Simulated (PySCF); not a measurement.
Löwdin shares of the frontier orbitals

C₇H₈BF.
Numbering: `[F:1][CH2:2][C:3]1=[CH:4][CH:5]=[CH:6][BH:7][CH:8]=[CH:9]1` (hydrogens: H10, H11 on C2; H12 on C4; H13 on C5; H14 on C6; H15 on B7; H16 on C8; H17 on C9)

Structure used (PBE0-D3(BJ)/def2-SVP), in Å, numbered top down from 1:
```xyz
17
C7H8BF angstrom
F      3.1543    0.8795   -0.4160
C      2.5136   -0.2710   -0.0581
C      1.0110   -0.1178   -0.0091
C      0.4742    1.1012   -0.3505
C     -0.8769    1.5371   -0.4006
C     -2.0346    0.8526   -0.1170
B     -2.1882   -0.5938    0.3404
C     -1.0090   -1.5439    0.5562
C      0.3317   -1.3047    0.3971
H      2.7808   -1.0623   -0.7822
H      2.8856   -0.5873    0.9332
H      1.2137    1.8570   -0.6280
H     -0.9801    2.5829   -0.7173
H     -2.9470    1.4489   -0.2440
H     -3.3060   -1.0197    0.5453
H     -1.2376   -2.5659    0.8848
H      1.0094   -2.1443    0.6122
```

Method used: TDDFT B3LYP/def2-SVPD, vertical, gas phase, core orbitals frozen in the response in PySCF.

Frontier orbitals with the atoms that hold most of them (Löwdin shares over 4%, at most four atoms; ? is withheld):

| orbital | ε (eV) | atoms |
| --- | --- | --- |
| LUMO+2 | 0.20 | C2 17%, B7 16%, C9 11%, H17 8% |
| LUMO+1 | -1.88 | B7 23%, C9 17%, C5 16%, C8 10% |
| LUMO | -2.23 | C8 19%, C6 18%, C3 15%, C4 15% |
| HOMO | -6.97 | ? |
| HOMO-1 | -8.13 | ? |
| HOMO-2 | -8.53 | B7 34%, H15 27%, C6 10%, C8 8% |
| HOMO-3 | -8.68 | C8 21%, C6 20%, B7 19%, H14 8% |

Task: Give the leading atoms of the HOMO-1.

Result: C9 (bonded to 2 C and H) 24%; C5 (bonded to 2 C and H) 19%; C8 (bonded to B, C and H) 18%; C6 (bonded to B, C and H) 12%.

Task: Which atoms hold the HOMO, and with what shares?

Result: C6 (bonded to B, C and H) 19%; C3 (bonded to 3 C) 16%; C4 (bonded to 2 C and H) 15%; C8 (bonded to B, C and H) 14%.

Task: The HOMO–LUMO gap is 4.74 eV. Where does the response calculation put the lowest singlet, and from which orbitals?

Result: S1 is at 4.44 eV (f = 0.049), 0.30 eV below the gap, made of HOMO→LUMO+1 (72%), HOMO-1→LUMO (23%). Its leading pair isn't HOMO and LUMO; the energies of that pair differ by 5.09 eV. Without the coupling terms of the response equations the lowest excitation would equal the gap.

Task: Give energy, strength and leading configuration of S1, S2, S3 and S5, and follow the Löwdin shares of the leading atoms from the occupied to the empty orbital.

Result: 
- S1 (4.44 eV, f 0.049), HOMO→LUMO+1 (72%): C6 19% → at most 10%, C3 16% → at most 10%, B7 at most 14% → 23%, C9 at most 14% → 17%
- S2 (4.59 eV, f 0.145), HOMO→LUMO (86%): C6 19% → 18%, C3 16% → 15%, C8 14% → 19%
- S3 (5.15 eV, f 0.0000), HOMO-2→LUMO (98%): B7 34% → at most 15%, H15 27% → at most 15%, C8 8% → 19%, C6 10% → 18%
- S5 (5.43 eV, f 0.0036), HOMO-2→LUMO+1 (99%): B7 34% → 23%, H15 27% → at most 10%, C9 at most 8% → 17%

Löwdin shares depend on the basis, the more so with diffuse functions.

One conformer stands for the species.
